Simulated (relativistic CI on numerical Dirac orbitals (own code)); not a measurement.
**Zr³⁺ (4d) in a crystal field**

Calculated by Dirac-Coulomb-Breit CI, KLI orbitals optimised for each configuration, QED by a radiative potential, valence Slater integrals scaled by 0.7, one configuration in a parametric crystal field (own radial code).

Field parameters in Wybourne normalisation: Oh B⁴₀ = 21Dq, B⁴₄ = √(5/14) B⁴₀. The field is a parameter set, without covalency.

S is read from ⟨S²⟩ = S(S + 1).

Site symmetry Oh; labels are those of the double group. Computed levels in cm⁻¹ above the lowest, in rising order:

| Δ (size of 10Dq) | Lowest | No. 2 | No. 3 |
| --- | --- | --- | --- |
| 6000 | Γ8 | 715 Γ7 | 6317 Γ8 |
| 10750 | Γ8 | 695 Γ7 | 11027 Γ8 |
| 15550 | Γ8 | 686 Γ7 | 15810 Γ8 |
| 20350 | Γ8 | 682 Γ7 | 20601 Γ8 |
| 25100 | Γ8 | 679 Γ7 | 25346 Γ8 |
| 29900 | Γ8 | 677 Γ7 | 30142 Γ8 |
| 34700 | Γ8 | 676 Γ7 | 34940 Γ8 |
| 39500 | Γ8 | 675 Γ7 | 39738 Γ8 |
| 44250 | Γ8 | 674 Γ7 | 44486 Γ8 |

Ground-state S against |10Dq| in cm⁻¹: 6000: 0.50, 10750: 0.50, 15550: 0.50, 20350: 0.50, 25100: 0.50, 29900: 0.50, 34700: 0.50, 39500: 0.50, 44250: 0.50.

No abrupt spin change occurs in this range.
